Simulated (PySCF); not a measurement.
Two species compared at the same levels of theory.

First species: C7H7F.
SMILES with atom numbers: `[CH:1]#[C:2][C@:3]1([CH2:4][F:5])[C@@H:6]2[CH2:7][C@H:8]12` (hydrogens: H9 on C1; H10, H11 on C4; H12 on C6; H13, H14 on C7; H15 on C8)

Second species: C₄H₇NSi₂.
SMILES: `N#CC#C[SiH2]C[SiH3]`

Levels: CAM-B3LYP/def2-SVPD for dipole moment, HOMO energy, LUMO energy, HOMO–LUMO gap, static isotropic polarisability and electronic spatial extent ⟨r²⟩ about the centre of nuclear charge; TDDFT CAM-B3LYP/def2-SVPD for lowest singlet excitation; TDA CAM-B3LYP/def2-SVPD for lowest triplet excitation (Tamm–Dancoff); GFN2-xTB for rotational constant A and rotational constant C. Geometries: GFN2-xTB. Each species is one conformer at its optimised geometry, gas phase, non-relativistic unless stated. Electronic properties by PySCF.

The conformers computed, where there is a choice (atom-mapped SMILES and torsion angles):
- `[CH:1]#[C:2][C@:3]1([CH2:4][F:5])[C@@H:6]2[CH2:7][C@H:8]12`: C2–C3–C4–F5 180°
- `[N:1]#[C:2][C:3]#[C:4][SiH2:5][CH2:6][SiH3:7]`: C4–Si5–C6–Si7 59°

```csv
property,column X,column Y
dipole moment,0.75 D,4.84 D
HOMO energy,-8.98 eV,-9.89 eV
LUMO energy,1.49 eV,-0.67 eV
HOMO–LUMO gap,10.47 eV,9.22 eV
lowest singlet excitation,6.38 eV,4.93 eV
lowest triplet excitation (Tamm–Dancoff),5.40 eV,4.03 eV
static isotropic polarisability,74.7 au,107.1 au
electronic spatial extent ⟨r²⟩ about the centre of nuclear charge,910 bohr²,1733 bohr²
rotational constant A,2.922 GHz,2.796 GHz
rotational constant C,1.303 GHz,0.621 GHz
```

(1) Which column belongs to which species?

(2) How does each property change from the first species to the second?

Answers

(1) Column X is the first species and column Y the second. The first has 15 atoms and 58 electrons, the second 14 and 66.

(2) dipole moment +4.09 D; HOMO energy -0.91 eV; LUMO energy -2.16 eV; HOMO–LUMO gap -1.25 eV; lowest singlet excitation -1.45 eV; lowest triplet excitation (Tamm–Dancoff) -1.37 eV; static isotropic polarisability +32.4 au; electronic spatial extent ⟨r²⟩ about the centre of nuclear charge +823 bohr²; rotational constant A -0.126 GHz; rotational constant C -0.682 GHz.

On the first: In atomic units the dipole is 0.30 e·bohr (1 au = 2.5417 D). The polarisability is 11.08 Å³ as a volume (1 au = 0.148185 Å³), or 1.29 au for each of the 58 electrons.

On the second: The principal polarisabilities are 78.1, 96.0 and 147.2 au; their mean is the isotropic value. The polarisability is 15.87 Å³ as a volume (1 au = 0.148185 Å³), or 1.62 au for each of the 66 electrons.
